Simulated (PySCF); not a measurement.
Which level of theory gave which numbers?

Compound: H7NOSi2.
Structure used (PBE0-D3(BJ)/def2-SVP), in Å, numbered top down from 1:
```xyz
11
H7NOSi2 angstrom
O     -2.5197    0.0610    0.4206
Si    -1.1372   -0.8093    0.0978
N      0.2871   -0.1657    0.8514
Si     1.6638    0.6205    0.1299
H     -2.5197    0.9787    0.1325
H     -0.8346   -0.8376   -1.3639
H     -1.4491   -2.1612    0.6307
H      0.3192   -0.2551    1.8651
H      1.4054    0.7141   -1.3366
H      2.9337   -0.1371    0.3600
H      1.8670    1.9986    0.6798
```

The closed-shell ground state was solved 7 times with PySCF (density fitting, gas phase), always in the def2-SVPD basis (147 functions), with these functionals: B3LYP, BHandHLYP, HF, LC-wPBE, LDA, PBE0 and wB97X-D.

```csv
row,total energy (Eh),HOMO (eV),LUMO (eV),dipole (D)
P,-713.0317,-7.52,-0.29,1.15
Q,-709.6359,-6.51,-1.01,1.15
R,-712.9367,-9.64,1.62,1.16
S,-712.5912,-7.75,-0.05,1.15
T,-711.0774,-11.09,2.17,1.23
U,-712.9169,-9.03,0.59,1.19
V,-712.7305,-10.51,1.81,1.19
```

**Question.** Which functional belongs to which row?

**Answer.** P = B3LYP, Q = LDA, R = wB97X-D, S = PBE0, T = HF, U = BHandHLYP, V = LC-wPBE. By rising HOMO–LUMO gap: LDA (LDA) 5.50 eV; B3LYP (global hybrid, 20 % exact exchange) 7.23 eV; PBE0 (global hybrid, 25 % exact exchange) 7.70 eV; BHandHLYP (global hybrid, 50 % exact exchange) 9.62 eV; wB97X-D (range-separated hybrid) 11.26 eV; LC-wPBE (range-separated hybrid) 12.32 eV; HF (all exact exchange) 13.26 eV. Total energies of different functionals aren't bounds to one another; each is stationary for its own functional.

One conformer stands for the species.

Note: wB97X-D ran without an empirical dispersion term, which enters the total energy and its gradient alone.
